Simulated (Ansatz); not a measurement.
All values below come from Ansatz (a first-principles code) with PBE-D3(BJ)/def2-TZVP. No frequencies were computed at this level.

Ansatz 0.2 input:
```yaml
crystal:
  periodic: [false, false, false]
  atoms:
    - { symbol: F, position_ang: [-0.722439, 1.422886, -0.152256] }
    - { symbol: Si, position_ang: [-0.078044, -0.002931, 0.003618] }
    - { symbol: F, position_ang: [-0.576086, -0.588026, 1.375519] }
    - { symbol: F, position_ang: [-0.68025, -0.909179, -1.131529] }
    - { symbol: Br, position_ang: [2.056818, 0.07725, -0.095352] }
basis:
  gaussian: { orbitals: def2-tzvp }
hamiltonian:
  xc: pbe
  dispersion: d3bj
relax:
  max_steps: 150
```

Output:

```
Functional definition: PBE
1096 factors; their error is unknown
mean field evaluation 1: about -86058.7835 eV, gradient 5.8e1 eV
mean field evaluation 2: about -86044.5897 eV, gradient 1.2e2 eV
mean field evaluation 4: about -86063.1670 eV, gradient 2.3e0 eV
mean field evaluation 8: about -86063.1479 eV, gradient 1.0e-1 eV
mean field evaluation 16: about -86063.1479 eV, gradient 8.4e-5 eV
mean field -86063.14786072 eV, -3162.7623481847 hartree, gradient 8.4e-5 eV, S^2 0.000000; 0 other end points of the search recorded, 0 dependent functions left out
reference -86063.14789161 eV, -3162.7623493199 hartree; 38, 38 occupied and 140, 140 virtual orbitals, 1096 factors
relax step   1: F+E_penalty+E_count = -86063.24915937 eV  Δ(F+E_penalty+E_count) = +0.000e0 eV  max|allowed force component| = 7.151e-1 eV/Å  Δτ_max = 0.0000 Å  (27 SCF iters, accepted)
these checks for a lower state are left out or cut short: starts, cluster_reference, orbital_swaps, neighbouring_geometries, increment
1096 factors; their error is unknown
mean field -86063.17697998 eV, -3162.7634182978 hartree, gradient 2.1e-5 eV, S^2 0.000000; 0 other end points of the search recorded, 0 dependent functions left out
reference -86063.17701089 eV, -3162.7634194338 hartree; 38, 38 occupied and 140, 140 virtual orbitals, 1096 factors
relax step   2: F+E_penalty+E_count = -86063.27773658 eV  Δ(F+E_penalty+E_count) = -2.858e-2 eV  max|allowed force component| = 3.322e-1 eV/Å  Δτ_max = 0.0226 Å  (30 SCF iters, accepted)
these checks for a lower state are left out or cut short: starts, cluster_reference, orbital_swaps, neighbouring_geometries, increment
1096 factors; their error is unknown
mean field evaluation 32: about -86063.1835 eV, gradient 2.5e-5 eV
mean field -86063.18353995 eV, -3162.7636593720 hartree, gradient 2.5e-5 eV, S^2 0.000000; 0 other end points of the search recorded, 0 dependent functions left out
reference -86063.18357085 eV, -3162.7636605076 hartree; 38, 38 occupied and 140, 140 virtual orbitals, 1096 factors
relax step   3: F+E_penalty+E_count = -86063.28418865 eV  Δ(F+E_penalty+E_count) = -6.452e-3 eV  max|allowed force component| = 2.526e-2 eV/Å  Δτ_max = 0.0133 Å  (30 SCF iters, accepted)
these checks for a lower state are left out or cut short: starts, cluster_reference, orbital_swaps, neighbouring_geometries, increment
1096 factors; their error is unknown
mean field -86063.18358358 eV, -3162.7636609756 hartree, gradient 7.3e-6 eV, S^2 0.000000; 0 other end points of the search recorded, 0 dependent functions left out
reference -86063.18361448 eV, -3162.7636621110 hartree; 38, 38 occupied and 140, 140 virtual orbitals, 1096 factors
relax step   4: F+E_penalty+E_count = -86063.28424700 eV  Δ(F+E_penalty+E_count) = -5.835e-5 eV  max|allowed force component| = 1.971e-3 eV/Å  Δτ_max = 0.0017 Å  (24 SCF iters, accepted)
1096 factors; their error is unknown
mean field -86063.18358358 eV, -3162.7636609756 hartree, gradient 7.3e-6 eV, S^2 0.000000; 1 other end points of the search recorded, 0 dependent functions left out
reference -86063.18361448 eV, -3162.7636621110 hartree; 38, 38 occupied and 140, 140 virtual orbitals, 1096 factors
Total energy: -86063.28427790 eV, -3162.7673614235 hartree
Atom 0 at    -0.721678     1.447964    -0.155498 Å, force     0.000369    -0.000508     0.000047 eV/Å
Atom 1 at    -0.101471    -0.003810     0.004702 Å, force     0.000943     0.000036    -0.000045 eV/Å
Atom 2 at    -0.572794    -0.597685     1.398664 Å, force     0.000306     0.000210    -0.000488 eV/Å
Atom 3 at    -0.678760    -0.924389    -1.151688 Å, force     0.000353     0.000333     0.000400 eV/Å
Atom 4 at     2.074702     0.077921    -0.096180 Å, force    -0.001971    -0.000072     0.000086 eV/Å
Dipole moment:     0.172608     0.006484    -0.008004 e Å
```

Cost: roughly 20 core-seconds.
